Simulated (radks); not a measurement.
Values are calculated unless marked as measured or tabulated.
Numerical settings for the thallium ion Tl56+, [Ar] 3d7. Level of theory: scalar-relativistic Kohn-Sham, r2SCAN, spin-polarised, spherical densities, finite nucleus; open shells are filled with parallel spins first (spin-orbit coupling, left out, can overturn this in heavy ions); meta-GGA in the generalised Kohn-Sham scheme; Fermi nuclear charge, rms radius 5.4759 fm (a radial shooting solver on a logarithmic mesh with Libxc functionals). The defaults (mesh step 0.008 in ln r, mesh end at 40 bohr or more with all orbitals vanishing there, Anderson mixing 0.5 over 9 steps, residual threshold near 1e-9 with the energy settled to 1e-9 hartree or 1e-11 of itself, here a cap of 60 iterations) give E = -17458.880 hartree and 3d at -5640.0 eV in 11 iterations. Run on one thread of a shared host, so times are rough (Arm Neoverse V2): 0.12 s of CPU time, 0.12 s wall, 11 iterations on 2189 mesh points. Changes against that run (0 stands for a change within the tolerance of the run):

setting                    iterations  converged  E (mhartree)  e(3d) (meV)  CPU (s)
mesh step in ln r 0.03             11        yes       +0.0905      -0.0308     0.04
mesh step in ln r 0.012            11        yes             0            0     0.08
mesh step in ln r 0.003            12        yes             0            0     0.32
mesh end (bohr) 2                  11        yes             0            0     0.11
mesh end (bohr) 8                  11        yes             0            0     0.11
residual threshold 0.01             9        yes             0       +0.318      0.1
residual threshold 1e-05            9        yes             0       +0.318      0.1
mixing 1                            8        yes             0       -0.112     0.09
linear mixing, mixing 0.8          12        yes             0       -0.155     0.12
linear mixing, mixing 1            60         no             0         -0.1     0.27
mixing history 2                   17        yes             0       -0.138     0.16
iteration cap 8                     8         no             0       +0.318     0.09

No run marked as converged misses the energy by more than 1 mhartree. A mesh that ends early acts as a hard wall.
